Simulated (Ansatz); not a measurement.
Consider the formal exchange of groups at a B–C bond: `CB/C(F)=C\O` + `O[SiH2][SiH3]` → `CB[SiH](O)[SiH3]` + `O/C=C\F`.

Computed with Ansatz on PBE0-D4/def2-TZVP structures; ΔE is electronic, products minus reactants. CCSD(T)/CBS adds triple-zeta CCSD(T) − MP2 to the extrapolated MP2 energy (def2 sets, frozen cores). Double bonds are as drawn, so ΔE can hold a change between cis and trans. DFT in def2-TZVPP. One conformer a species, not always the lowest.

```json
{"level": "r2SCAN-D4", "ΔE (kcal/mol)": "11.6"}
{"level": "ωB97X-V", "ΔE (kcal/mol)": "11.1"}
{"level": "PBE", "ΔE (kcal/mol)": "10.8"}
{"level": "HF/def2-TZVPP", "ΔE (kcal/mol)": "12.8"}
{"level": "SCS-MP2/def2-TZVPP", "ΔE (kcal/mol)": "11.9"}
{"level": "CCSD(T)/def2-TZVPP", "ΔE (kcal/mol)": "10.7"}
{"level": "HF/def2-QZVPP", "ΔE (kcal/mol)": "12.8"}
{"level": "MP2/def2-QZVPP", "ΔE (kcal/mol)": "11.7"}
```

(1) What does CCSD(T)/CBS give? (Best estimate.)

Largest T1 diagnostic among the species: 0.013.

Results:

(1) Ansatz gave: +10.4 kcal/mol. The listed levels differ from it by 1.2, 0.7, 0.4, 2.4, 1.5, 0.3, 2.4, 1.3 kcal/mol.

In def2-TZVPP, CCSD(T) changes the Hartree–Fock value by −2.1 kcal/mol (the triples alone add +0.1 kcal/mol) and MP2 by −1.0 kcal/mol. The D4 term adds −0.9 kcal/mol with B3LYP and −0.5 kcal/mol with PBE0; it sums over pairs of atoms, weighted by their polarisabilities, and B3LYP, whose exchange is more repulsive, gets the larger term.

B3LYP here is the variant with VWN-RPA as its local correlation; programs differ in this.
